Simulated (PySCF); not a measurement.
(E)-1,2-dichloro-1,2-difluoroethene (C2Cl2F2), SMILES C(/Cl)(F)=C(/F)Cl. Coordinates come from a PBE-D3(BJ)/def2-SVP optimisation.

Computed equilibrium geometry at PBE-D3(BJ)/def2-SVP (PySCF confirms it by a frequency run) as a Z-matrix, and its point group:
point group C2h.
```
C
F 1 1.3300
C 1 1.3530 2 121.71
F 3 1.3300 1 121.71 2 180.00
Cl 1 1.7182 2 115.53 3 180.00
Cl 3 1.7182 4 115.53 1 180.00
```
